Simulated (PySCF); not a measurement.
Numbering as in the mapped SMILES `[CH3:1][c:2]1[cH:3][cH:4][n:5][cH:6][cH:7]1` (H(Xn): hydrogen on atom n).

GIAO PBE0/pcSseg-1 shifts (PySCF 2.14, gas phase, non-relativistic, equivalent atoms averaged), each against references optimised in the same way as the molecule (TMS, NH3).

On the GFN2-xTB geometry: C4/C6 155.9, C2 152.2, C3/C7 128.9, C1 23.9, N5 352.6, H(C4)/H(C6) 8.87, H(C3)/H(C7) 7.24, H(C1) 2.51 ppm.

Question: What changes on the PBE0-D3(BJ)/def2-SVP geometry?

Answer: 
```
      atoms  δ (ppm)  change
      C4/C6    155.8    -0.1
         C2    151.1    -1.1
      C3/C7    129.1    +0.2
         C1     22.9    -1.0
         N5    354.7    +2.1
H(C4)/H(C6)     8.65   -0.22
H(C3)/H(C7)     7.03   -0.21
      H(C1)     2.38   -0.13
```

Bonds between heavy atoms that differ most (equivalent bonds averaged): C3–C4 1.385 → 1.394 Å, C4–N5 1.322 → 1.330 Å, C2–C3 1.391 → 1.398 Å, C1–C2 1.496 → 1.499 Å. Mean change of bonds to hydrogen: C–H +0.013 Å.
